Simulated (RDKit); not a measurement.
Input for RDKit: MMFF94 on C2H6Cl2Si (SMILES C[Si](C)(Cl)Cl).

```python
from rdkit import Chem
from rdkit.Chem import AllChem, rdDetermineBonds

blocks = [
'''11

Si    0.03511212    0.61802260    0.08348503
C     1.44316527   -0.53047192    0.45616422
C    -1.48617131   -0.22702161   -0.55849355
Cl    0.66440138    2.00381537   -1.31883321
Cl   -0.45715239    1.64461180    1.81169822
H     1.14586769   -1.25815234    1.21387005
H     2.30536790    0.02318006    0.82854448
H     1.74069484   -1.06770276   -0.44654370
H    -2.27575470    0.49772515   -0.75821988
H    -1.85514438   -0.94730291    0.17436194
H    -1.26028640   -0.75680344   -1.48603360
''',
]
mol = None
for b in blocks:
    f = Chem.MolFromXYZBlock(b)
    rdDetermineBonds.DetermineBonds(f, charge=0)
    mol = f if mol is None else Chem.CombineMols(mol, f)
Chem.SanitizeMol(mol)
print(Chem.MolToSmiles(Chem.RemoveHs(mol)))
ff = AllChem.MMFFGetMoleculeForceField(mol, AllChem.MMFFGetMoleculeProperties(mol), nonBondedThresh=100.0, ignoreInterfragInteractions=False)
e = ff.CalcEnergy()
print(f'MMFF94 energy {e:.6f} kcal/mol')
```

Output:

```
C[Si](C)(Cl)Cl
MMFF94 energy 0.326523 kcal/mol
```

The run finished.

Cost: roughly 0.04 core-seconds.
